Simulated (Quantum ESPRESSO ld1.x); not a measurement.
All-electron atom: Pd43+ in [He] 2s1. All-electron calculation, non-relativistic Kohn-Sham, LDA (Slater exchange, Perdew-Wang correlation), spin-polarised, spherical densities, point nucleus, Perdew-Zunger self-interaction correction; open shells are filled with parallel spins first; relativity is left out, which matters for an element this heavy. Program: ld1.x of Quantum ESPRESSO 7.5. Some entries of the table are withheld. Estimate them.

orbital,occ.,eigenvalue (eV),r(max) (bohr),<r> (bohr)
1s up,1,-27772.505,0.02187,(1)
1s down,1,-27758.706,0.02187,(2)
2s up,1,(3),0.1166,(4)
2s down,0,(5),0.1166,(6)

Answer. 
(1) 1s up <r> (bohr): 0.03291
(2) 1s down <r> (bohr): 0.03290
(3) 2s up eigenvalue (eV): -6701.905
(4) 2s up <r> (bohr): 0.1341
(5) 2s down eigenvalue (eV): -6637.414
(6) 2s down <r> (bohr): 0.1343
